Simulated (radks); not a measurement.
Bi38+, configuration [Kr] 4d9 (the NIST ground configuration).

Calculated with a radial shooting solver on a logarithmic mesh with Libxc functionals: non-relativistic Kohn-Sham, TPSS, spin-polarised, spherical densities, point nucleus; open shells are filled with parallel spins first (spin-orbit coupling, left out, can overturn this in heavy ions); meta-GGA in the generalised Kohn-Sham scheme; relativity is left out, which matters for an element this heavy.

Energy parts (hartree):
part                       energy
total                 -19257.3013
kinetic                19254.6654
electron-nucleus      -42986.7700
Hartree                 4779.3963
exchange-correlation    -304.5930

Orbitals (lengths in bohr, moments of r in powers of bohr):
orbital  occ.  eigenvalue (hartree)  <1/r>
1s up       1             -3037.492  82.46
1s down     1             -3037.492  82.46
2s up       1             -562.0384  19.45
2s down     1             -561.9917  19.45
2p up       3             -543.4184  19.49
2p down     3             -543.3838  19.49
3s up       1             -178.4753  7.656
3s down     1             -178.4598  7.657
3p up       3             -169.7954  7.605
3p down     3             -169.7766  7.606
3d up       5             -153.7496  7.521
3d down     5             -153.7129  7.521
4s up       1             -78.06969  3.701
4s down     1             -77.97539  3.699
4p up       3             -74.16236  3.642
4p down     3             -74.06662  3.640
4d up       5             -67.13241  3.531
4d down     4             -67.03389  3.529
5s up       0             -43.34002  2.100
5s down     0             -43.30440  2.098
5p up       0             -41.49884  2.062
5p down     0             -41.46361  2.060

The highest occupied level is 4d down at -1824.1 eV. Virial ratio -V/T = 2.00014. The electron density at the nucleus is 4.114e+05 e/bohr^3. Spin moment in Bohr magnetons: 1.
